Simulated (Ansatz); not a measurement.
Input file for CH$_{4}$BFN$_{2}$ (`N=C(N)BF`):

```yaml
crystal:
  periodic: [false, false, false]
  atoms:
    - {symbol: N, position_ang: [0.364804, 0.301810, -1.546732]}
    - {symbol: C, position_ang: [0.118811, -0.082269, -0.346129]}
    - {symbol: N, position_ang: [0.471351, -1.329024, 0.069081]}
    - {symbol: B, position_ang: [-0.601208, 0.859760, 0.682740]}
    - {symbol: F, position_ang: [-0.746963, 0.472508, 1.938866]}
    - {symbol: H, position_ang: [-0.001280, 1.239570, -1.688452]}
    - {symbol: H, position_ang: [0.451970, -1.554828, 1.045967]}
    - {symbol: H, position_ang: [1.042671, -1.892432, -0.538431]}
    - {symbol: H, position_ang: [-1.011657, 1.938606, 0.365988]}
basis:
  gaussian: {orbitals: def2-TZVPP}
correlation: {method: ccsd_t}
output: {orbitals: {seedname: orbitals}}
```

```sh
$ ansatz run in.yaml --threads 4 --pin off --events-out ev --progress --plain
```

Log, shortened:

```
Functional definition: HF
1295 factors; integrals over basis functions are off by at most 1.1e-3 eV
mean field evaluation 1: about -7434.7230 eV, gradient 4.4e1 eV
mean field evaluation 2: about -7434.9222 eV, gradient 4.4e1 eV
mean field evaluation 4: about -7438.9910 eV, gradient 4.4e0 eV
mean field evaluation 8: about -7439.0716 eV, gradient 4.6e-1 eV
mean field evaluation 16: about -7439.0739 eV, gradient 1.8e-6 eV
mean field -7439.07391223 eV, -273.3809238892 hartree, gradient 1.8e-6 eV, S^2 0.000000; 0 other end points of the search recorded, 0 dependent functions left out
5 core orbitals not correlated: weight in the atoms' cores, before any rotation towards them, 1.000 or more for the frozen orbitals, at most 0.000 for the correlated occupied ones
reference -7439.07391223 eV, -273.3809238892 hartree; 14, 14 occupied and 192, 192 virtual orbitals, 1295 factors
second order -24.87046407 eV of doubles, -0.00000000 eV of singles
cycle   1  -24.74388590 eV  change    1.3e-1 eV  update   1.1e-1
cycle   2  -25.32087896 eV  change   -5.8e-1 eV  update   3.4e-2
cycle   3  -25.47100481 eV  change   -1.5e-1 eV  update   1.8e-2
cycle   4  -25.45184421 eV  change    1.9e-2 eV  update   4.9e-3
cycle   5  -25.44974967 eV  change    2.1e-3 eV  update   2.3e-3
cycle   6  -25.45084144 eV  change   -1.1e-3 eV  update   6.8e-4
cycle   7  -25.45043541 eV  change    4.1e-4 eV  update   2.6e-4
cycle   8  -25.45029118 eV  change    1.4e-4 eV  update   1.1e-4
cycle   9  -25.45032515 eV  change   -3.4e-5 eV  update   5.1e-5
cycle  10  -25.45031532 eV  change    9.8e-6 eV  update   2.6e-5
perturbative correction -1.03036936 eV, -0.0378653757 hartree
Total energy: -7465.55459692 eV, -274.3540711022 hartree
```

It took 72 s on 4 threads of a server CPU on a shared host, with 3.2 GiB of host memory at the peak.

The correlation energy is -26.481 eV, 3.9 % of it from (T); the T1 diagnostic reads 0.0144.
